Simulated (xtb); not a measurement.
hydrogen telluride (H$_{2}$Te), singlet, at a GFN2-xTB geometry. Base run: GFN2-xTB (xtb).

Geometry (Å):
```xyz
3

Te    -0.0003     0.0437     0.0020
H     -1.1314    -1.1427    -0.0771
H      1.1449    -1.1314    -0.0289
```
All else is at xtb's defaults.
Base energy -4.09189 Eh.

Variants of this job, named by their change:

| change | ΔE vs base (kJ/mol) | HOMO-LUMO gap (eV) | dipole (D) | G_solv (kcal/mol) | SCF cycles |
|---|---|---|---|---|---|
| base | 0.00 | 4.49 | 0.37 | - | 8 |
| alpb = cs2 | … | 4.49 | 0.37 | … | 8 |
| acc = 30 | 0.00 | 4.49 | 0.37 | - | 7 |
| acc = 1000 | 0.00 | 4.49 | 0.37 | - | 6 |
| gbsa = acetonitrile | -11.24 | 4.49 | 0.37 | -2.69 | 8 |
| acc = 0.1 | 0.00 | 4.49 | 0.37 | - | 9 |

Problem. Some entries are withheld; supply them.

Solution. 
- alpb = cs2, ΔE vs base (kJ/mol): -4.39
- alpb = cs2, G_solv (kcal/mol): -1.05

ALPB and GBSA are two models with their own fitted parameters for each solvent, which aren't always the measured dielectric constant.
